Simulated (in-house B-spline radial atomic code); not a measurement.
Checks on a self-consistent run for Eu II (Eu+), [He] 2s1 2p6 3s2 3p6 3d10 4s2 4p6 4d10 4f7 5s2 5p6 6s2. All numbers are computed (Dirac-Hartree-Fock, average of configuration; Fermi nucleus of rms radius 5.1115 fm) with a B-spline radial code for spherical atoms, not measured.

```json
{"orbital": "1s1/2", "q": "2", "ε (Eh)": "-1802.39063", "<1/r>": "70.2216", "<r²>": "0.000679122", "small-component weight": "0.054974"}
{"orbital": "2s1/2", "q": "1", "ε (Eh)": "-305.02703", "<1/r>": "16.7787", "<r²>": "0.0106049", "small-component weight": "0.012188"}
{"orbital": "2p1/2", "q": "2", "ε (Eh)": "-288.67974", "<1/r>": "16.76", "<r²>": "0.00765423", "small-component weight": "0.012244"}
{"orbital": "2p3/2", "q": "4", "ε (Eh)": "-264.49707", "<1/r>": "14.8873", "<r²>": "0.00886993", "small-component weight": "0.011395"}
{"orbital": "3s1/2", "q": "2", "ε (Eh)": "-69.81696", "<1/r>": "6.21926", "<r²>": "0.0692246", "small-component weight": "0.0039841"}
{"orbital": "3p1/2", "q": "2", "ε (Eh)": "-63.17446", "<1/r>": "6.09555", "<r²>": "0.0644036", "small-component weight": "0.0038706"}
{"orbital": "3p3/2", "q": "4", "ε (Eh)": "-58.05516", "<1/r>": "5.62217", "<r²>": "0.0711939", "small-component weight": "0.0036369"}
{"orbital": "3d3/2", "q": "4", "ε (Eh)": "-46.52702", "<1/r>": "5.50379", "<r²>": "0.0564211", "small-component weight": "0.0035189"}
{"orbital": "3d5/2", "q": "6", "ε (Eh)": "-45.39467", "<1/r>": "5.38349", "<r²>": "0.0583302", "small-component weight": "0.0034492"}
{"orbital": "4s1/2", "q": "2", "ε (Eh)": "-15.18212", "<1/r>": "2.56794", "<r²>": "0.351921", "small-component weight": "0.0012314"}
{"orbital": "4p1/2", "q": "2", "ε (Eh)": "-12.45895", "<1/r>": "2.45864", "<r²>": "0.369756", "small-component weight": "0.0011505"}
{"orbital": "4p3/2", "q": "4", "ε (Eh)": "-11.30959", "<1/r>": "2.30661", "<r²>": "0.405366", "small-component weight": "0.0010747"}
{"orbital": "4d3/2", "q": "4", "ε (Eh)": "-6.70292", "<1/r>": "2.09212", "<r²>": "0.463583", "small-component weight": "0.00091327"}
{"orbital": "4d5/2", "q": "6", "ε (Eh)": "-6.48626", "<1/r>": "2.05157", "<r²>": "0.478377", "small-component weight": "0.00088984"}
{"orbital": "4f5/2", "q": "3", "ε (Eh)": "-1.10930", "<1/r>": "1.57197", "<r²>": "0.843568", "small-component weight": "0.0005576"}
{"orbital": "4f7/2", "q": "4", "ε (Eh)": "-1.08069", "<1/r>": "1.55539", "<r²>": "0.864078", "small-component weight": "0.00054828"}
{"orbital": "5s1/2", "q": "2", "ε (Eh)": "-2.53110", "<1/r>": "0.970013", "<r²>": "2.07471", "small-component weight": "0.00024897"}
{"orbital": "5p1/2", "q": "2", "ε (Eh)": "-1.66474", "<1/r>": "0.865078", "<r²>": "2.57976", "small-component weight": "0.00020217"}
{"orbital": "5p3/2", "q": "4", "ε (Eh)": "-1.49982", "<1/r>": "0.811452", "<r²>": "2.87764", "small-component weight": "0.00018192"}
{"orbital": "6s1/2", "q": "2", "ε (Eh)": "-0.42886", "<1/r>": "0.332149", "<r²>": "15.7038", "small-component weight": "3.2442e-05"}
```

Electron-electron repulsion V_ee = 3858.3897 hartree.

**Question.** What total energy follows from the eigenvalues?

**Answer.** The eigenvalues count the repulsion twice, so E = Σqε - V_ee = -6690.985 - 3858.390 = -10549.374 hartree; the run printed -10549.374.

**Question.** Does the Dirac virial theorem hold?

**Answer.** For a point nucleus E = -2c²Σq·w, with w the small-component weight. Here Σq·w = 0.28085 and c = 137.0360, so the ratio E/(-2c²Σq·w) is 1.000122; the finite nucleus accounts for the departure from 1.

**Question.** What diamagnetic shielding (Lamb formula) and susceptibility (Langevin formula) do the radii give?

**Answer.** σ = (α²/3)Σq<1/r> = 410.2/(3·137.036²) = 7281.2 ppm, and χ = -0.79199×10⁻⁶·Σq<r²> = -53.22×10⁻⁶ cm³/mol with Σq<r²> = 67.194 bohr². Both are non-relativistic formulas without the paramagnetism of open shells; for so heavy an element the full relativistic shielding is larger by tens of per cent.
